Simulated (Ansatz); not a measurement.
Consider the isomerisation: `C=NC[SiH2]C` → `C=C([SiH3])NC`.

Program: Ansatz. Geometries: PBE0-D4/def2-TZVP. ΔE: electronic, gas phase. CBS: MP2 limit from def2 TZ/QZ plus the TZ coupled-cluster correction, frozen cores. DFT in def2-TZVPP. Each species was taken in one conformer, which may not be the lowest.

| level | ΔE (eV) |
| --- | --- |
| r2SCAN | 0.42 |
| MP2/CBS(def2) | 0.44 |

(1) What does CCSD(T)/CBS give? (An estimate is asked.)

Largest T1 diagnostic among the species: 0.012.

Results:

(1) Ansatz gave: +0.46 eV. The listed levels differ from it by -0.04, -0.02 eV.

The D4 term adds −0.03 eV with B3LYP and −0.02 eV with PBE0; it sums over pairs of atoms, weighted by their polarisabilities, and B3LYP, whose exchange is more repulsive, gets the larger term.

B3LYP here is the variant with VWN-RPA as its local correlation; programs differ in this.
